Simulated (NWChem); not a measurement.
All runs are NWChem calculations. System: bromine (Br$_{2}$), charge 0, spin multiplicity 1, at a geometry optimised with PBE0/def2-SVP. Level: CCSD(T)/def2-TZVP, 18 core orbitals frozen.

Job file:

```
start mol
memory heap 100 mb stack 700 mb global 1900 mb
geometry units angstroms nocenter noautoz
  Br     0.000000     0.000000     1.149171
  Br     0.000000     0.000000    -1.149171
  symmetry group D2h
end
basis spherical
  * library def2-tzvp
end
scf
  rhf
  nopen 0
  maxiter 100
  thresh 1e-7
  semidirect memsize 60000000 filesize 0
end
tce
  freeze core 18
  ccsd(t)
  2eorb
  2emet 13
  thresh 1e-6
  maxiter 100
  tilesize 24
end
task tce energy
```

NWChem printed:

```
             Northwest Computational Chemistry Package (NWChem) 7.3.0
             --------------------------------------------------------

                                NWChem Input Module
                                -------------------

 Scaling coordinates for geometry "geometry" by  1.889725989
 (inverse scale =  0.529177249)

 Turning off AUTOSYM since
 SYMMETRY directive was detected!

                             Geometry "geometry" -> ""
                             -------------------------

 Output coordinates in angstroms (scale by  1.889725989 to convert to a.u.)

  No.       Tag          Charge          X              Y              Z
 ---- ---------------- ---------- -------------- -------------- --------------
    1 Br                  35.0000     0.00000000     0.00000000     1.14917100
    2 Br                  35.0000     0.00000000     0.00000000    -1.14917100

 Effective nuclear repulsion energy (a.u.)     282.0477239787

            Nuclear Dipole moment (a.u.)
            ----------------------------
        X                 Y               Z
 ---------------- ---------------- ----------------
     0.0000000000     0.0000000000     0.0000000000

      Symmetry information
      --------------------

 Group name             D2h
 Group number             26
 Group order               8
 No. of unique centers     1

      Symmetry unique atoms

     1


 Summary of "ao basis" -> "" (spherical)
 ------------------------------------------------------------------------------
       Tag                 Description            Shells   Functions and Types
 ---------------- ------------------------------  ------  ---------------------
 *                         def2-tzvp                  on all atoms

 Summary of "ao basis" -> "ao basis" (spherical)
 ------------------------------------------------------------------------------
       Tag                 Description            Shells   Functions and Types
 ---------------- ------------------------------  ------  ---------------------
 Br                        def2-tzvp                16       48   6s5p4d1f

                                 NWChem SCF Module
                                 -----------------

  ao basis        = "ao basis"
  functions       =    96
  atoms           =     2
  closed shells   =    35
  open shells     =     0
  charge          =   0.00
  wavefunction    = RHF
  use symmetry    = T
  symmetry adapt  = T

 Summary of "ao basis" -> "ao basis" (spherical)
 ------------------------------------------------------------------------------
       Tag                 Description            Shells   Functions and Types
 ---------------- ------------------------------  ------  ---------------------
 Br                        def2-tzvp                16       48   6s5p4d1f

      Symmetry analysis of basis
      --------------------------

        ag         21
        au          5
        b1g         5
        b1u        21
        b2g        11
        b2u        11
        b3g        11
        b3u        11

 Forming initial guess at       0.1s

      Superposition of Atomic Density Guess
      -------------------------------------

 Sum of atomic energies:       -5144.79800015

      Non-variational initial energy
      ------------------------------

 Total energy =   -5144.891163
 1-e energy   =   -7727.774134
 2-e energy   =    2300.835247
 HOMO         =      -0.326451
 LUMO         =      -0.131720

      Symmetry analysis of molecular orbitals - initial
      -------------------------------------------------

 !! scf_movecs_sym_adapt:   64 vectors were symmetry contaminated

  Symmetry fudging

 !! scf_movecs_sym_adapt:   56 vectors were symmetry contaminated

  Numbering of irreducible representations:

     1 ag          2 au          3 b1g         4 b1u         5 b2g
     6 b2u         7 b3g         8 b3u

  Orbital symmetries:

     1 b1u         2 ag          3 b1u         4 ag          5 b1u
     6 ag          7 b2g         8 b3g         9 b3u        10 b2u
    11 ag         12 b1u        13 ag         14 b1u        15 b2u
    16 b3u        17 b3g        18 b2g        19 ag         20 b2u
    21 b3u        22 b2g        23 b3g        24 b1u        25 ag
    26 b1g        27 b1u        28 au         29 ag         30 b1u
    31 ag         32 b3u        33 b2u        34 b3g        35 b2g
    36 b1u        37 b1u        38 ag         39 b2u        40 b3u
    41 b2u        42 b3u        43 b3g        44 b2g        45 ag

 Starting SCF solution at       1.4s

 ----------------------------------------------
         Quadratically convergent ROHF

 Convergence threshold     :          1.000E-07
 Maximum no. of iterations :          100
 Final Fock-matrix accuracy:          1.000E-09
 ----------------------------------------------

              iter       energy          gnorm     gmax       time
             ----- ------------------- --------- --------- --------
                 1    -5144.8070552938  4.20D-01  1.52D-01      1.5
                 2    -5144.8193597646  1.20D-01  2.82D-02      1.5
                 3    -5144.8205381189  7.42D-03  2.26D-03      1.5
                 4    -5144.8205437348  1.22D-05  3.09D-06      1.6
                 5    -5144.8205437348  2.19D-09  8.45D-10      1.7

       Final RHF  results
       ------------------

         Total SCF energy =  -5144.820543734797
      One-electron energy =  -7727.092760429376
      Two-electron energy =   2300.224492715889
 Nuclear repulsion energy =    282.047723978690

        Time for solution =      0.2s

       Symmetry analysis of molecular orbitals - final
[...]
    3  -65.2089
    4  -65.2089
    5  -58.5647
    6  -58.5647
    7  -58.5623
    8  -58.5623
    9  -58.5623
   10  -58.5623
   11   -9.8815
   12   -9.8814
   13   -7.4954
   14   -7.4952
   15   -7.4849
   16   -7.4849
   17   -7.4849
   18   -7.4849
   19   -3.2398
   20   -3.2376
   21   -3.2342
   22   -3.2342
   23   -3.2335
   24   -3.2335
   25   -3.2207
   26   -3.2207
   27   -3.2207
   28   -3.2207
   29   -1.0997
   30   -0.9486
   31   -0.5326
   32   -0.5040
   33   -0.5040
   34   -0.4063
   35   -0.4063
   36    0.0019
   37    0.2972
   38    0.3018
   39    0.3402
   40    0.3402
   41    0.3721
   42    0.3721
   43    0.3913
   44    0.3913
   45    0.3926

                       ROHF Final Molecular Orbital Analysis
                       -------------------------------------

 Vector   33  Occ=2.000000D+00  E=-5.040358D-01  Symmetry=b2u
              MO Center=  6.0D-31,  2.0D-16,  4.9D-17, r^2= 2.5D+00
   Bfn.  Coefficient  Atom+Function         Bfn.  Coefficient  Atom+Function
  ----- ------------  ---------------      ----- ------------  ---------------
    17      0.382171  1 Br py                65      0.382171  2 Br py
    11     -0.244031  1 Br py                59     -0.244031  2 Br py
    14      0.214029  1 Br py                62      0.214029  2 Br py
    20      0.175158  1 Br py                68      0.175158  2 Br py

 Vector   34  Occ=2.000000D+00  E=-4.063405D-01  Symmetry=b2g
              MO Center= -1.1D-16, -5.9D-30, -9.1D-17, r^2= 3.0D+00
   Bfn.  Coefficient  Atom+Function         Bfn.  Coefficient  Atom+Function
  ----- ------------  ---------------      ----- ------------  ---------------
    16      0.409158  1 Br px                64     -0.409158  2 Br px
    10     -0.262403  1 Br px                58      0.262403  2 Br px
    19      0.249615  1 Br px                67     -0.249615  2 Br px
    13      0.237575  1 Br px                61     -0.237575  2 Br px

 Vector   35  Occ=2.000000D+00  E=-4.063405D-01  Symmetry=b3g
              MO Center= -1.1D-30, -1.1D-18,  2.0D-17, r^2= 3.0D+00
   Bfn.  Coefficient  Atom+Function         Bfn.  Coefficient  Atom+Function
  ----- ------------  ---------------      ----- ------------  ---------------
    17      0.409158  1 Br py                65     -0.409158  2 Br py
    11     -0.262403  1 Br py                59      0.262403  2 Br py
    20      0.249615  1 Br py                68     -0.249615  2 Br py
    14      0.237575  1 Br py                62     -0.237575  2 Br py

 Vector   36  Occ=0.000000D+00  E= 1.937012D-03  Symmetry=b1u
              MO Center= -3.8D-15, -3.4D-15,  2.4D-14, r^2= 4.2D+00
   Bfn.  Coefficient  Atom+Function         Bfn.  Coefficient  Atom+Function
  ----- ------------  ---------------      ----- ------------  ---------------
    21      0.573886  1 Br pz                69      0.573886  2 Br pz
     6     -0.387182  1 Br s                 54      0.387182  2 Br s
    18      0.354844  1 Br pz                66      0.354844  2 Br pz
    12     -0.238110  1 Br pz                60     -0.238110  2 Br pz
    15      0.218071  1 Br pz                63      0.218071  2 Br pz

 Vector   37  Occ=0.000000D+00  E= 2.972481D-01  Symmetry=b1u
              MO Center= -2.8D-15, -2.8D-15,  1.5D-13, r^2= 8.4D+00
   Bfn.  Coefficient  Atom+Function         Bfn.  Coefficient  Atom+Function
  ----- ------------  ---------------      ----- ------------  ---------------
    21      1.608812  1 Br pz                69      1.608812  2 Br pz
     6     -1.102157  1 Br s                 54      1.102157  2 Br s
    18     -0.569405  1 Br pz                66     -0.569405  2 Br pz
    39     -0.501505  1 Br d  0              87      0.501505  2 Br d  0
     5      0.169398  1 Br s                 53     -0.169398  2 Br s

 Vector   38  Occ=0.000000D+00  E= 3.017931D-01  Symmetry=ag
              MO Center=  2.0D-14, -1.4D-14, -1.9D-13, r^2= 5.9D+00
   Bfn.  Coefficient  Atom+Function         Bfn.  Coefficient  Atom+Function
  ----- ------------  ---------------      ----- ------------  ---------------
    21      0.859939  1 Br pz                69     -0.859939  2 Br pz
    18     -0.618394  1 Br pz                66      0.618394  2 Br pz
    39      0.283248  1 Br d  0              87      0.283248  2 Br d  0

 center of mass
 --------------
 x =   0.00000000 y =   0.00000000 z =   0.00000000

 moments of inertia (a.u.)
 ------------------
         753.760609686720           0.000000000000           0.000000000000
           0.000000000000         753.760609686720           0.000000000000
           0.000000000000           0.000000000000           0.000000000000

  Mulliken analysis of the total density
  --------------------------------------

    Atom       Charge   Shell Charges
 -----------   ------   -------------------------------------------------------
    1 Br  35    35.00   2.00  2.00  1.16  0.78  1.02  1.00  6.00  5.94  1.21  2.74  1.08  8.99  1.02  0.00  0.06  0.01
    2 Br  35    35.00   2.00  2.00  1.16  0.78  1.02  1.00  6.00  5.94  1.21  2.74  1.08  8.99  1.02  0.00  0.06  0.01

       Multipole analysis of the density wrt the origin
       ------------------------------------------------

     L   x y z        total         open         nuclear
     -   - - -        -----         ----         -------
     0   0 0 0     -0.000000      0.000000     70.000000

     1   1 0 0      0.000000      0.000000      0.000000
     1   0 1 0      0.000000      0.000000      0.000000
     1   0 0 1     -0.000000      0.000000      0.000000

     2   2 0 0    -27.795168      0.000000      0.000000
     2   1 1 0     -0.000000      0.000000      0.000000
     2   1 0 1     -0.000000      0.000000      0.000000
     2   0 2 0    -27.795168      0.000000      0.000000
     2   0 1 1      0.000000      0.000000      0.000000
     2   0 0 2    -23.963184      0.000000    330.114824

                   NWChem Extensible Many-Electron Theory Module
                   ---------------------------------------------


            General Information
            -------------------
      Number of processors :     1
         Wavefunction type : Restricted Hartree-Fock
          No. of electrons :    70
           Alpha electrons :    35
            Beta electrons :    35
           No. of orbitals :   192
            Alpha orbitals :    96
             Beta orbitals :    96
        Alpha frozen cores :    18
         Beta frozen cores :    18
     Alpha frozen virtuals :     0
      Beta frozen virtuals :     0
         Spin multiplicity : singlet
    Number of AO functions :    96
       Number of AO shells :    32
        Use of symmetry is : on
      Symmetry adaption is : on
         Schwarz screening : 0.10D-09

          Correlation Information
          -----------------------
          Calculation type : Coupled-cluster singles & doubles w/ perturbation
   Perturbative correction : (T)
            Max iterations :      100
        Residual threshold : 0.10D-05
     T(0) DIIS level shift : 0.00D+00
     L(0) DIIS level shift : 0.00D+00
     T(1) DIIS level shift : 0.00D+00
     L(1) DIIS level shift : 0.00D+00
     T(R) DIIS level shift : 0.00D+00
     T(I) DIIS level shift : 0.00D+00
   CC-T/L Amplitude update :  5-th order DIIS
                I/O scheme : Global Array Library
        L-threshold :  0.10D-05
        EOM-threshold :  0.10D-05
 no EOMCCSD initial starts read in
 TCE RESTART OPTIONS
 SLICE:      F
 D4D5:       F
 quantumc:   F
 qrotation:  F
 pwtce:      F
 qducc:      F
 nacto:                         0
 nrotv:                         0
 nrot:                          0

            Memory Information
            ------------------
          Available GA space size is     249027584 doubles
          Available MA space size is     104851500 doubles

 Maximum block size supplied by input
 Maximum block size        24 doubles

 tile_dim =     13

 -------------------------------------------------

 Global array virtual files algorithm will be used

 Parallel file system coherency ......... OK

 4-electron integrals stored in orbital form

 v2    file size   =           857907
 4-index algorithm nr.  13 is used
 imaxsize =       30
 imaxsize ichop =        0


CCSD iterations
 ---------------------------------------------------------
 Iter          Residuum       Correlation     Cpu    Wall
 ---------------------------------------------------------
    1   0.1869166336249  -0.5470190408663     2.5     2.5
    2   0.0362294595540  -0.5490400497094     2.4     2.4
    3   0.0110810341713  -0.5573057452769     2.4     2.4
    4   0.0041159562381  -0.5580913327957     2.4     2.4
    5   0.0017376733509  -0.5586073539230     2.3     2.3
    6   0.0005727901181  -0.5587906585350     2.4     2.4
    7   0.0002722288149  -0.5588181946445     2.3     2.3
    8   0.0001467826702  -0.5588196541022     2.5     2.5
    9   0.0000861404310  -0.5588203235230     2.5     2.5
   10   0.0000506323192  -0.5588215300863     2.3     2.3
   11   0.0000059357828  -0.5588234510442     2.4     2.4
   12   0.0000023528836  -0.5588229442835     2.5     2.5
   13   0.0000012166818  -0.5588230111058     2.3     2.3
   14   0.0000006582719  -0.5588229748087     2.5     2.5
 -----------------------------------------------------------------
 Iterations converged
 CCSD correlation energy / hartree =        -0.558822974808702
 CCSD total energy / hartree       =     -5145.379366709606074

 Singles contributions

 Doubles contributions
    36b1u (alpha)    36b1u (beta ) ---    31ag  (alpha)    31ag  (beta )       -0.1045105289
 CCSD(T)
 Using plain CCSD(T) code
             total no. of tasks        12168
 total no. of tasks / no. procs        12168
                         wl_min           64           2.0
                         wl_max       129792           7.1
        thresh for no. of tasks        12168

 CCSD[T]  correction energy / hartree =        -0.019965931210313
 CCSD[T] correlation energy / hartree =        -0.578788906019015
 CCSD[T] total energy / hartree       =     -5145.399332640816283
 CCSD(T)  correction energy / hartree =        -0.019409664756930
 CCSD(T) correlation energy / hartree =        -0.578232639565632
 CCSD(T) total energy / hartree       =     -5145.398776374362569

 Task  times  cpu:       62.7s     wall:       62.7s

 Total times  cpu:       62.7s     wall:       62.7s
```
